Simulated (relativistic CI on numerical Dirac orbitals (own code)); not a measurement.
## Electric-dipole lines of Hf46+

Calculated at this level of theory: Dirac-Coulomb-Breit CI, KLI orbitals optimised for each configuration, QED by a radiative potential, unscaled Slater integrals (own radial code, finite nucleus).

Configurations in the expansion (outside the closed core [Ne]): 3s2 3p6 3d8, 3s2 3p5 3d9, 3s2 3p4 3d10, 3s 3p6 3d9, 3p6 3d10, 3s 3p5 3d10, 3s2 3p6 3d7 4s, 3s2 3p6 3d7 4p, 3s2 3p4 3d9 4s, 3s2 3p6 3d7 4d, 3s2 3p4 3d9 4p, 3s2 3p5 3d8 4s, 3s2 3p6 3d7 4f, 3s2 3p4 3d9 4d, 3s 3p5 3d9 4s, 3s2 3p5 3d8 4p. Levels of other configurations are missing.

| λ vac (nm) | Lower | Upper | A (s⁻¹) | gf | Branching (%) |
| --- | --- | --- | --- | --- | --- |
| 0.71590 | 3s2 3p6 3d8 3F_4 [1] | 3s2 3p6 3d7 4p 3F°_4 [96] | 1.02e+13 | 7.06e-01 | 96.7 |
| 0.72659 | 3s2 3p6 3d8 3F_4 [1] | 3s2 3p6 3d7 4p 3G°_5 [88] | 6.85e+12 | 5.96e-01 | 99.0 |
| 1.9126 | 3s2 3p6 3d8 3F_2 [8] | 3s2 3p5 3d9 3D°_1 [21] | 4.53e+12 | 7.45e-01 | 74.2 |
| 1.9310 | 3s2 3p5 3d9 3F°_3 [17] | 3s2 3p4 3d10 1D_2 [29] | 4.33e+12 | 1.21e+00 | 54.2 |
| 1.9621 | 3s2 3p6 3d8 1G_4 [7] | 3s2 3p5 3d9 1F°_3 [19] | 4.21e+12 | 1.70e+00 | 71.8 |
| 2.0074 | 3s2 3p6 3d8 3F_2 [8] | 3s2 3p5 3d9 3F°_2 [20] | 2.40e+12 | 7.25e-01 | 98.9 |
| 2.4244 | 3s2 3p5 3d9 3F°_4 [10] | 3s 3p6 3d9 3D_3 [24] | 2.51e+12 | 1.55e+00 | 64.8 |
| 2.8815 | 3s2 3p6 3d8 3F_4 [1] | 3s2 3p5 3d9 3D°_3 [12] | 1.90e+12 | 1.66e+00 | 90.8 |
| 2.9124 | 3s2 3p5 3d9 1F°_3 [19] | 3s2 3p4 3d10 1D_2 [29] | 2.08e+12 | 1.32e+00 | 25.9 |
| 2.9457 | 3s2 3p6 3d8 3F_3 [4] | 3s2 3p5 3d9 3D°_2 [14] | 1.11e+12 | 7.24e-01 | 73.4 |
| 2.9838 | 3s2 3p6 3d8 1G_4 [7] | 3s2 3p5 3d9 3F°_3 [17] | 1.07e+12 | 9.97e-01 | 72.7 |
| 3.0137 | 3s2 3p5 3d9 3D°_3 [12] | 3s2 3p4 3d10 3P_2 [22] | 1.56e+12 | 1.06e+00 | 54.5 |
| 3.0511 | 3s2 3p6 3d8 1D_2 [2] | 3s2 3p5 3d9 1D°_2 [11] | 1.01e+12 | 7.02e-01 | 94.2 |
| 3.0556 | 3s2 3p6 3d8 3F_4 [1] | 3s2 3p5 3d9 3F°_4 [10] | 4.69e+11 | 5.91e-01 | 89.0 |
| 5.3902 | 3s2 3p6 3d7 4p 3G°_5 [58] | 3s2 3p6 3d7 4d 3H_6 [179] | 6.28e+11 | 3.55e+00 | 95.6 |
| 6.6677 | 3s2 3p6 3d7 4s 3D_3 [37] | 3s2 3p6 3d7 4p 3F°_4 [105] | 3.39e+11 | 2.03e+00 | 32.6 |
| 6.6766 | 3s2 3p6 3d7 4s 5F_5 [33] | 3s2 3p6 3d7 4p 5G°_6 [93] | 3.45e+11 | 3.00e+00 | 100.0 |
| 6.6828 | 3s2 3p6 3d7 4s 5F_4 [40] | 3s2 3p6 3d7 4p 5G°_5 [120] | 3.41e+11 | 2.51e+00 | 54.5 |
| 6.7061 | 3s2 3p6 3d7 4s 5F_5 [42] | 3s2 3p6 3d7 4p 5G°_6 [125] | 3.37e+11 | 2.95e+00 | 98.6 |
| 6.7508 | 3s2 3p6 3d7 4s 3H_6 [49] | 3s2 3p6 3d7 4p 3I°_7 [134] | 3.37e+11 | 3.45e+00 | 100.0 |

Terms are leading LS components. Brackets give the number of a level in order of energy, since labels repeat. The list gives strong lines, with weight on those to low levels, without lines whose two gauges differ by over a factor of 2.5, among the lowest 200 of 1397 levels, so that lines to higher ones, which can be the strongest, are missing. Levels whose partners in the same complex of configurations lie outside the list can be far off, and so can their lines. Rates are taken at the computed energies, electric ones in the length gauge.

At this charge energies of transitions that change n are usually good to better than 1 %, and those within a shell (Δn = 0) to a few per cent.

LS names give the leading component of a level, which can be under half, so a name can repeat, a term be missing and a line seem to break the LS rules.
